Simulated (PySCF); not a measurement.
## Cluster of silylene SiF2 and hydrogen chloride (SiHClF2)

The system is a cluster of silylene SiF2 and hydrogen chloride, neutral, singlet.

```json
{"part": "1", "name": "silylene SiF2", "SMILES": "F[Si]F", "atoms": "1–3", "charge": "0", "multiplicity": "1"}
{"part": "2", "name": "hydrogen chloride", "SMILES": "Cl", "atoms": "4–5", "charge": "0", "multiplicity": "1"}
```

```xyz
5

F     0.995    0.818    0.215
Si   -0.540    0.374    0.254
F    -0.401   -1.142   -0.280
Cl    1.632   -3.316   -1.832
H     0.883   -2.512   -1.167
```
Atoms count from 1 in this order.

In these coordinates F3···H5 is 2.077 Å. Part 2 is then moved rigidly along that line, all else held; at short range other atoms may come into contact.

The starting structure comes from a short search with a few starts; no frequency run checks that it is a minimum, and another way of binding may lie lower.

Method: CCSD(T)/aug-cc-pVDZ and MP2/aug-cc-pVTZ, aug-cc-pVQZ counterpoise interaction energy, frozen core, gas phase (PySCF). The geometry comes from PBE0-D3(BJ)/def2-TZVPD.

Counterpoise energies in kJ/mol, cluster less the parts frozen as they stand in it; small is aug-cc-pVDZ, large aug-cc-pVQZ. Estimated limit: HF in aug-cc-pVQZ, MP2 correlation extrapolated as X⁻³ from aug-cc-pVTZ and aug-cc-pVQZ, and CCSD(T) less MP2 in aug-cc-pVDZ; it isn't the exact limit.

(1) How do the values run over the points 1.869, 1.973, 2.077, 2.181, 2.285, 2.596, 3.115, 4.154?

Results:

(1) 
| F3···H5 (Å) | HF large | MP2 large | SCS-MP2 large | CCSD(T) small | CCSD(T) limit est. |
| --- | --- | --- | --- | --- | --- |
| 1.869 | -1.6 | -8.7 | -6.3 | -5.8 | -8.5 |
| 1.973 | -4.2 | -9.9 | -8.0 | -7.8 | -9.8 |
| 2.077 | -5.6 | -10.2 | -8.7 | -8.8 | -10.3 |
| 2.181 | -6.3 | -10.1 | -8.8 | -9.0 | -10.1 |
| 2.285 | -6.5 | -9.6 | -8.5 | -8.8 | -9.6 |
| 2.596 | -5.9 | -7.5 | -6.9 | -7.2 | -7.6 |
| 3.115 | -4.1 | -4.6 | -4.3 | -4.5 | -4.6 |
| 4.154 | -1.9 | -1.9 | -1.9 | -2.0 | -1.9 |

The 8 runs took 18 min in all, one thread each of Arm Neoverse V2 on a shared host, launched as `OMP_NUM_THREADS=1 python cluster_run.py task.json out`.
